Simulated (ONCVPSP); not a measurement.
## Before and after: ONCV potential for Ag

```json
{
  "Element": "silver (Ag)",
  "Generator": "ONCVPSP 4.0.1",
  "Type": "optimised norm-conserving Vanderbilt (ONCV)",
  "Functional": "PBE",
  "Relativity": "scalar-relativistic",
  "Frozen core": "[Ar] 3d10",
  "Valence charge": "19",
  "Reference configuration": "4s2 4p6 4d10 5s0.75 (charge +0.25)",
  "Partial waves": "4s+5s: rc 1.75 bohr, ncon 3, nbas 7, qcut 9 1/bohr, 2 projectors; 4p: rc 1.60 bohr, ncon 3, nbas 6, qcut 9.9 1/bohr, 2 projectors, debl 2.6 Ha; 4d: rc 1.60 bohr, ncon 4, nbas 8, qcut 12 1/bohr, local",
  "Local potential": "the d channel",
  "Core correction": "Teter function, fcfact 3.5, rcfact 1.1"
}
```

Change: s: rc 2.2.

Cutoffs: the cutoffs (Ha) at which the residual kinetic energy of the hardest occupied pseudo-wave falls to 1 and 0.1 mHa per electron; they do not see the model core or the augmentation charge, which bear on the density cutoff. Errors are all-electron minus pseudo energies relative to the spin-unpolarised reference configuration.

Problem. Predict the effect on cutoff, ghosts and configuration errors.

Solution. The potential gets neither clearly harder nor softer (36 Ha and 44 Ha → 36 Ha and 44 Ha); the d channel sets the loose cutoff, while the largest relative change is in s, which becomes softer; of the 4 tests that both files solve, the error grows in 1 and shrinks in 1 by more than 15 % and 0.3 meV (median size 1.3 → 1.3 meV); neither file shows a bound ghost.

```csv
quantity,base,changed
"cutoff, loose",36 Ha,36 Ha
"cutoff, tight",44 Ha,44 Ha
loose cutoff by channel,"s 23 Ha, p 18 Ha, d 36 Ha","s 9.6 Ha, p 18 Ha, d 36 Ha"
bound ghosts,none,none
GHOST(+) flags under 300 eV,none,none
"error for 4s2 4p6 4d10 5s1, meV [ΔE -1.30 eV]",+0.2,+0.2
"error for 4s2 4p6 4d10 5s0, meV [ΔE 6.46 eV]",-1.6,-2.0
"error for 4s2 4p6 4d9 5s0, meV [ΔE 28.57 eV]",-2.3,-2.5
"error for 4s2 4p6 4d8 5s0, meV [ΔE 64.76 eV]",-1.0,-0.5
p: phases at 1.62 bohr within 0.05 rad from the reference energy up to (Ha; the scan ends near 5),to the end of the scan,to the end of the scan
d: phases at 1.62 bohr within 0.05 rad from the reference energy up to (Ha; the scan ends near 5),3.4,3.4
"rms error of d²Exc/dni dnj with the model core, mHa",0.57,1.09
```
